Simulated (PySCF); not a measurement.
Ligand exchange on a metal centre used in film growth or etching (Hf F-NH2). All species are isolated molecules in the gas phase. One relaxed conformer stands for each flexible species; it need not be the lowest.

All values below come from TPSSh-D3(BJ)/def2-TZVP // r2SCAN-D4/def2-SVP in PySCF 2.14.0. 

```
species                                    charge on the central atom (Mulliken) (e)  HOMO–LUMO gap (eV)  mean distance from the central atom to its bonded neighbours (Å)  coordination number  LUMO (eV)
-----------------------------------------  -----------------------------------------  ------------------  ----------------------------------------------------------------  -------------------  ---------
0 of 4 F replaced by NH2                                                           ?                9.89                                                             1.908                    4      -1.13
1 of 4 F replaced by NH2 ([Hf(F)3(NH2)])                                        1.62                6.32                                                             1.944                    4      -0.99
2 of 4 F replaced by NH2 ([Hf(F)2(NH2)2])                                       1.55                6.21                                                                 ?                    4      -0.49
3 of 4 F replaced by NH2 ([Hf(F)(NH2)3])                                           ?                5.99                                                             2.017                    4      -0.26
4 of 4 F replaced by NH2 ([Hf(NH2)4])                                              ?                   ?                                                             2.055                    4          ?
```

Question: What belongs in the gaps?

Answer: 
- 0 of 4 F replaced by NH2, charge on the central atom (Mulliken) (e): 1.69
- 2 of 4 F replaced by NH2 ([Hf(F)2(NH2)2]), mean distance from the central atom to its bonded neighbours (Å): 1.981
- 3 of 4 F replaced by NH2 ([Hf(F)(NH2)3]), charge on the central atom (Mulliken) (e): 1.47
- 4 of 4 F replaced by NH2 ([Hf(NH2)4]), charge on the central atom (Mulliken) (e): 1.42
- 4 of 4 F replaced by NH2 ([Hf(NH2)4]), HOMO–LUMO gap (eV): 5.82
- 4 of 4 F replaced by NH2 ([Hf(NH2)4]), LUMO (eV): -0.07
